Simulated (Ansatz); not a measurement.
Ansatz results at the PBE0-D4/def2-TZVP geometry: HOMO energy (B3LYP/def2-TZVPP) -7.04 eV; HOMO–LUMO gap (B3LYP/def2-TZVPP) 6.96 eV; HOMO energy (ωB97M-V/def2-TZVPP) -9.51 eV.

Each molecule was computed in one conformer, which needn't be the lowest.

Which molecule gave them?
A. `C[BH-](C)[n+]1ccccc1`
B. `[CH3][InH-]([CH3])[SH2+]`
C. `[BH3-][O+]=C(C)C`
D. `[CH3][Ga-]([CH3])([OH])[PH3+]`

D. The others give `[BH3-][O+]=C(C)C`: -7.43, 5.37, -9.96; `[CH3][InH-]([CH3])[SH2+]`: -6.61, 6.03, -9.03; `C[BH-](C)[n+]1ccccc1`: -6.98, 4.89, -9.43.

B3LYP here is the variant with VWN-RPA as its local correlation; programs differ in this.
